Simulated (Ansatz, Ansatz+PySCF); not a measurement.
```yaml
atoms:
  - { symbol: O, position_ang: [0.0000, 0.0000, 0.0000] }
  - { symbol: O, position_ang: [0.0000, 0.0000, 1.4300] }
```

Basis set: def2-SVP (spherical functions). Frozen core: 2 orbitals. Correlation on ROHF uses semicanonical orbitals with singles. Charge 0, multiplicity 3.

Computed with Ansatz (development build ahead of 0.2.0); each method stands on the lowest determinant of its kind that the runs found.

(1) Give the atomization energy at this shape (free ground-state atoms in the same class of orbitals less the molecule, no zero-point energy) of triplet O2 by UHF-MP2, ROHF-MP2, ROHF, UHF.

## Answers

(1)

```tsv
method	atomization energy
UHF-MP2	255.5 kJ/mol
ROHF-MP2	250.7 kJ/mol
ROHF	-30.1 kJ/mol
UHF	-27.8 kJ/mol
```

Caution for UHF-MP2, ROHF-MP2: bonds are stretched, where a single reference can fail.
